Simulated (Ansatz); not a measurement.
Z-matrix (Å, degrees):
```
W
F 1 1.853
F 1 1.850 2 84.6
Cl 1 2.270 2 146.7 3 -76.9
F 1 1.850 2 84.6 3 -153.7
S 1 2.090 2 107.4 3 103.1
```

Charge 0, multiplicity 1. W takes the def2 core potential.

(1) List the B3LYP/def2-TZVPP orbital energies in eV (Ansatz 0.2.0). (Best estimate.)

Answers

(1) Ansatz gave: Occupied: -2763.29, -2419.19, -672.42, -672.42, -672.38, -258.05, -217.22, -197.03, -196.95, -196.94, -161.68, -161.68, -161.66, -85.35, -48.67, -48.48, -48.25, -32.97, -32.47, -32.13, -23.01, -19.97, -14.97, -14.33, -14.17, -13.86, -13.46, -12.83, -12.60, -12.42, -11.84, -11.24, -10.78, -10.35, -9.76, -9.12, -8.95. Lowest empty: -4.12, -3.64, -3.34, -2.46, -0.02, 0.05, 2.29, 2.70.

B3LYP here is the variant with VWN-RPA as its local correlation; programs differ in this.
